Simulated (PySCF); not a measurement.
A GIAO shielding run with PySCF (density fitting, non-relativistic, gas phase) on SMILES FBC#CC#C[SiH3], C4H4BFSi:

```
$ OMP_NUM_THREADS=1 python probes_run.py task.json out

{"job": {"kind": "nmr", "xc": "PBE0", "basis": "pcSseg-0", "pop": true}, "charge": 0, "multiplicity": 1}
F      4.428380     0.175129     1.619617
B      3.819770     0.360123     0.462526
C      2.309572     0.192418     0.354211
C      1.100760     0.057246     0.187342
C     -0.241501    -0.100592     0.000802
C     -1.446320    -0.247606    -0.175565
Si    -3.248712    -0.474319    -0.441270
H      4.491558     0.657720    -0.495427
H     -3.617300    -1.868438    -0.063549
H     -3.567677    -0.235519    -1.877656
H     -3.988280     0.498063     0.412733
```

Hardware: 1 thread of an Arm Neoverse V1, shared host. The job also computes population analyses, field gradients.

Q: How large is the calculation?

A: 56 electrons, 75 basis functions and 703 auxiliary functions.

Q: How long does it take, and how much memory does it need?

A: 6.1 s of wall time, with 14 SCF cycles and 5 response iterations; peak memory 0.44 GiB. Times on a shared host scatter by some tens of per cent.

Q: And these other runs on the same molecule and hardware: GIAO shielding at B3LYP/pcSseg-1; GIAO shielding at B97-D/pcSseg-1; GIAO shielding at BP86/pcSseg-1; GIAO shielding at CAM-B3LYP/pcSseg-1; GIAO shielding at KT3/pcSseg-1; GIAO shielding at LC-wPBE/pcSseg-1?

A: B3LYP/pcSseg-1: 146 functions, 12 s; B97-D/pcSseg-1: 146 functions, 17 s; BP86/pcSseg-1: 146 functions, 17 s; CAM-B3LYP/pcSseg-1: 146 functions, 17 s; KT3/pcSseg-1: 146 functions, 18 s; LC-wPBE/pcSseg-1: 146 functions, 23 s.
